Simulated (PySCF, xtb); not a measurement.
CH8ClNSi3, SMILES N[Si@@]1(Cl)C[SiH2][SiH2]1.

The structure is a stationary point at PBE0-D3(BJ)/def2-SVP. The structure was generated by enumeration; whether it is a known compound was not checked. Other conformers were not sampled.

Method: PySCF with IEF-PCM-ωB97X/def2-SVP.

The values are the electrostatic part of the solvation free energy, E(continuum) − E(gas) at the gas-phase geometry, in a cavity of scaled van der Waals radii (PySCF's table); cavitation and dispersion terms are not included. In vacuum the orbital gap is 11.10 eV. The dipole moment in vacuum is 1.79 D.

Question: Estimate the values in water (ε = 78.36), tetrahydrofuran (ε = 7.43), diethylether (ε = 4.24). (The exact figures need the calculation; the answer reports its results.)

Answer: 
| solvent | ε | ΔG(elec) (kcal/mol) | dipole (D) | gap (eV) |
|---|---|---|---|---|
| water | 78.36 | -4.3 | 2.22 | 11.14 |
| tetrahydrofuran | 7.43 | -3.5 | 2.15 | 11.14 |
| diethylether | 4.24 | -2.9 | 2.10 | 11.13 |

For comparison, GFN2-xTB/ALPB(water) (xtb, at the GFN2-xTB geometry, all terms of that model) gives -3.5 kcal/mol.
